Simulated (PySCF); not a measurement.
Static response to an electric field

Species: C5H10O2SSi2.
Cartesian coordinates in Å at the PBE0-D3(BJ)/def2-SVP level; atoms count from 1:
```xyz
20
C5H10O2SSi2 angstrom
C     -3.2826   -1.6281   -0.3737
S     -1.6090   -1.6725    0.3485
Si    -0.7051   -0.0344   -0.6670
O     -1.1018    1.4617   -0.0820
Si    -0.6411    2.5036    1.1346
C      1.1157   -0.2927   -0.4009
C      1.9092   -1.4020   -0.2539
C      3.2411   -0.9341   -0.0512
C      3.1625    0.4279   -0.0870
O      1.8973    0.8231   -0.2968
H     -3.2464   -1.6975   -1.4700
H     -3.8204   -2.5009    0.0193
H     -3.8200   -0.7178   -0.0754
H     -1.1561   -0.0515   -2.0852
H      0.1131    1.7763    2.1984
H      0.2097    3.5905    0.5710
H     -1.8732    3.1014    1.7242
H      1.5658   -2.4345   -0.2812
H      4.1386   -1.5285    0.1051
H      3.9022    1.2178    0.0206
```

Level: wB97X-D/def2-SVPD (PySCF), static field, nuclei fixed, core orbitals frozen in the response. The polarisability tensor in these axes (au):

```
x   164.44   7.06   3.57
y     7.06 136.24   2.92
z     3.57   2.92 104.36
```

Problem. Diagonalise the tensor; give its mean and Δα, where Δα² is half the sum of the squared differences of the eigenvalues.

Solution. Principal values 103.95, 134.71 and 166.39 au; mean 135.01 au = 20.01 Å³ = 22.26 × 10⁻⁴⁰ C²·m²/J; Δα = 54.08 au (40 % of the mean).

Problem. What is the dipole moment, and where does it point?

Solution. (0.38, -0.46, -0.42) D, 0.73 D in size, pointing from the negative to the positive side. Measured along this direction, the outermost atoms are H17 at the negative end and H19 at the positive end.

Problem. What would n − 1 = 2πNα be for an ideal gas of these molecules at 350 K and 1 atm, electronic part alone?

Solution. N = p/kT = 2.0968 × 10¹⁹ cm⁻³, so n − 1 = 2π × N × 20.01 × 10⁻²⁴ cm³ = 2636 × 10⁻⁶ at long wavelengths, for an ideal gas.

Problem. Rayleigh depolarisation ratio (linearly polarised light, static tensor)?

Solution. ρ = 3Δα²/(45ᾱ² + 4Δα²) = 8772.6/(820292 + 11696.7) = 0.0105.

Problem. Give the principal axes and the span of the nuclei along them.

Solution. Largest value along (0.97, 0.23, 0.07), where the nuclei span 8.36 Å; middle along (-0.24, 0.97, 0.07), 6.31 Å; least along (-0.05, -0.08, 1.00), 4.06 Å. The response follows the extents in order.

Problem. What molar refraction does this α imply?

Solution. Lorentz–Lorenz: R = (4π/3)N_A α = 2.5225 cm³/(mol·Å³) × 20.01 Å³ = 50.5 cm³/mol, in the limit of long wavelengths.

Geometry: PBE0-D3(BJ)/def2-SVP, one conformer, isolated molecule.

These values come from a run that also computed excited states and ΔSCF ions. Time: 7.4 min; peak memory 1.6 GiB. Hardware: Arm Neoverse V1, one thread, shared host.
